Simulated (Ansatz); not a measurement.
Stepwise reaction of `Cl[SiH](Cl)[GeH3]` with hydrogen, as a gas-phase model of exchange steps in deposition or etching. ΔE in kJ/mol; ΔG adds harmonic PBE0-D4 terms to CCSD(T)/CBS, at 1 bar.

Gas-phase electronic energies from Ansatz, PBE0-D4/def2-TZVP geometries. CBS: MP2 limit from def2 TZ/QZ plus the TZ coupled-cluster correction, frozen cores. This one scheme is used for every species. DFT in def2-TZVPP. B3LYP here is the variant with VWN-RPA as its local correlation; programs differ in this. For Ge outer-core shells are correlated without core-valence functions, which leaves a few kJ/mol of doubt a bond. Scalar relativity is left out up to krypton.

| step | reaction | PBE-D4 | B3LYP-D4 | ωB97M-V | CCSD(T)/CBS | ΔG(400 K) |
| --- | --- | --- | --- | --- | --- | --- |
| 1 | `Cl[SiH](Cl)[GeH3]` + H₂ → `Cl[SiH2][GeH3]` + HCl | 80.2 | 78.6 | 79.5 | 78.5 | 73.8 |
| 2 | `Cl[SiH2][GeH3]` + H₂ → `[SiH3][GeH3]` + HCl | 69.6 | 69.5 | 70.4 | 70.5 | 69.3 |

Q: By hand: ΔE of the 2 steps together at CCSD(T)/CBS.

A: (78.5) + (70.5) = 149.0 kJ/mol, or 74.5 kJ/mol a step.

In ΔE each step is lower than the one before. All are uphill at CCSD(T)/CBS. ΔG lies between 69.3 and 73.8 kJ/mol a step. PBE-D4 differs from CCSD(T)/CBS by -0.9 to 1.7 kJ/mol a step. Isolated molecules leave out the surface, adducts and barriers. Largest T1 diagnostic: 0.012.
